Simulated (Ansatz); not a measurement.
Born–Oppenheimer molecular dynamics of FH₅NO₃Ta (11 atoms, charge 0, multiplicity 1). It goes on from the last frame of an earlier run, with new velocities.

The calculation used RKS PBE0/def2-SVP (Ansatz).

* ensemble: NVE (velocity Verlet)
* time step: 0.5 fs
* steps asked: 100
* starting velocities drawn for: 300 K
* seed: 265316

First frame:

```xyz
11
Properties=species:S:1:pos:R:3
Ta -0.040 -0.029 0.034
N 1.913 0.093 -0.120
H 2.545 0.082 0.722
H 2.513 -0.009 -0.972
O 0.058 -0.278 1.899
H -0.013 -1.097 2.490
O -0.392 -0.183 -1.826
H -0.683 -0.330 -2.704
O -0.996 1.597 0.209
H -1.189 2.300 -0.368
F -0.629 -1.796 -0.013
```

Q: How far do the bonds stretch over the last three quarters of this one trajectory? (Pairs bonded in most of those frames.)

A: 
```csv
bond,mean (Å),spread (Å),shortest,longest
Ta1–N2,1.962,0.018,1.94,2.00
Ta1–O5,1.906,0.033,1.86,1.95
Ta1–O7,1.944,0.031,1.88,1.98
Ta1–O9,1.919,0.047,1.85,1.98
Ta1–F11,1.937,0.035,1.87,1.98
N2–H3,1.017,0.027,0.98,1.06
N2–H4,1.019,0.027,0.98,1.06
O5–H6,0.962,0.037,0.91,1.02
O7–H8,0.971,0.027,0.93,1.01
O9–H10,0.967,0.025,0.92,1.00
```

Pairs bonded in part of these frames only: Ta1–H8 24 %.

Mean temperature of the second half: 323 K. The conserved energy stayed within 0.4 meV per atom of its start (net change -0.11 meV per atom), so the integration is sound. A run of 0.05 ps of so small a system gives no equilibrium averages.

Run time: 10 min on 2 threads of AMD EPYC 7R43 64-Core Processor (Zen 3), with other jobs on the host, peak memory 0.35 GiB.
